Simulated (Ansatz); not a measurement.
C2H7NOSi can be A, `CN(C)[Si]O`, or B, `C/C(O)=N\[SiH3]`.

Program: Ansatz. Geometries: PBE0-D4/def2-TZVP. ΔE: electronic, gas phase. CCSD(T)/CBS is the MP2 limit (def2-TZVPP, def2-QZVPP) plus CCSD(T) − MP2 in def2-TZVPP, frozen cores. DFT in def2-TZVPP. B3LYP here is the variant with VWN-RPA as its local correlation; programs differ in this. Each species was taken in one conformer, which may not be the lowest.

A:

Z-matrix (Å, degrees):
```
C
N 1 1.440
H 1 1.097 2 111.2
H 1 1.092 2 111.8 3 -119.9
H 1 1.097 2 111.3 3 119.9
C 2 1.447 1 112.5 3 -59.2
Si 2 1.727 1 130.3 3 120.8
H 6 1.094 2 109.9 1 180.0
H 6 1.097 2 111.4 1 -60.3
H 6 1.097 2 111.4 1 60.2
O 7 1.655 2 104.7 1 0.4
H 11 0.960 7 122.8 2 0.7
```

B:

Z-matrix (Å, degrees):
```
C
C 1 1.495
H 1 1.092 2 109.6
H 1 1.092 2 109.5 3 117.2
H 1 1.087 2 111.3 3 -121.4
O 2 1.347 1 110.4 3 -58.4
N 2 1.259 1 129.5 3 121.6
H 6 0.968 2 105.9 1 -180.0
Si 7 1.715 2 132.4 1 0.0
H 9 1.495 7 114.7 2 0.1
H 9 1.485 7 108.6 2 -120.9
H 9 1.485 7 108.5 2 121.0
```

Problem. Which isomer does CCSD(T)/CBS put lower? Give the gap. (Estimate.)

Solution. The calculation gave: A, by 57.7 kJ/mol.

Problem. Give E(B) − E(A) in kJ/mol with B3LYP, B3LYP-D4, PBE0-D4, HF/def2-TZVPP, MP2/def2-TZVPP, B2PLYP, CCSD/def2-TZVPP. (Estimate.)

Solution. Computed: B3LYP 47.3, B3LYP-D4 51.1, PBE0-D4 48.2, HF/def2-TZVPP 22.6, MP2/def2-TZVPP 55.4, B2PLYP 49.7, CCSD/def2-TZVPP 56.2. None reverses the order clearly.

Largest T1 diagnostic: 0.013.

In def2-TZVPP, CCSD(T) changes the Hartree–Fock value by +33.2 kJ/mol (the triples alone add −0.4 kJ/mol) and MP2 by +32.9 kJ/mol. The D4 term adds +3.8 kJ/mol with B3LYP and +1.8 kJ/mol with PBE0; it sums over pairs of atoms, weighted by their polarisabilities, and B3LYP, whose exchange is more repulsive, gets the larger term.
